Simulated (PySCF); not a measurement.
B(H)(NCO)2 (C₂HBN₂O₂), SMILES C(=NBN=C=O)=O. Geometry optimised at TPSSh-D3(BJ)/def2-SVP. The structure was generated by enumeration, and PubChem lists no compound with its InChIKey, so it may never have been made. The values are those of a single conformer.

Give the equilibrium geometry at TPSSh-D3(BJ)/def2-SVP (PySCF confirms it by a frequency run) as a Z-matrix, and its point group. (An estimate is asked for; the answer gives what the named calculation found.)

This is not unique; one that fits is point group C2v.
```
B
N 1 1.4211
C 2 1.2054 1 158.96
O 3 1.1713 1 172.00 2 180.00
N 1 1.4211 2 118.97 3 180.00
C 5 1.2054 1 158.96 2 180.00
O 6 1.1713 1 172.00 2 180.00
H 1 1.2036 2 120.52 3 0.00
```
Charge 0, spin multiplicity 1.
